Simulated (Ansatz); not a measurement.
This Ansatz (a first-principles code) input (B3LYP/6-311G**) gives -3322.00312 Eh with 98 basis functions. A basis named .json is the Basis Set Exchange file of that set (core-valence sets with the plain set on hydrogen).

Ansatz 0.2 input:
```yaml
crystal:
  periodic: [false, false, false]
  atoms:
    - {symbol: Se, position_ang: [-0.00483803, -0.00060100, 0.68657595]}
    - {symbol: Cl, position_ang: [1.11237023, 1.27416554, -0.67765679]}
    - {symbol: Cl, position_ang: [-1.10269418, -1.27296353, -0.69549512]}
basis:
  gaussian:
    orbitals: 6-311G__.json
hamiltonian:
  xc: {name: B3LYP}
magnetization: {spin_polarized: false}
```

Change:
```diff
- orbitals: 6-311G__.json
+ orbitals: cc-pV_D+d_Z.json
```

**Question.** What does the run give now?

**Answer.** -3321.99827 Eh (B3LYP/cc-pV(D+d)Z, 73 functions), a change of +4.85 mEh.
